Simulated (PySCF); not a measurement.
# Pb²⁺: ionisation energy

Pb²⁺ [Xe] 4f14 5d10 6s2 (1S) → Pb³⁺ [Xe] 4f14 5d10 6s1 (2S), as a difference of total energies. Computed with PySCF 2.14 in aug-cc-pVQZ-DK3 (10s9p7d4f2g, 118 functions), with scalar relativity by spin-free X2C-1e. The calculations carry no spin-orbit coupling.

| method | ionisation energy (eV) |
| --- | --- |
| UHF | 29.768 |
| M06 | 31.584 |
| r2SCANh | 31.772 |

For comparison: 31.937 eV (measured; NIST Atomic Spectra Database, ionization energies).
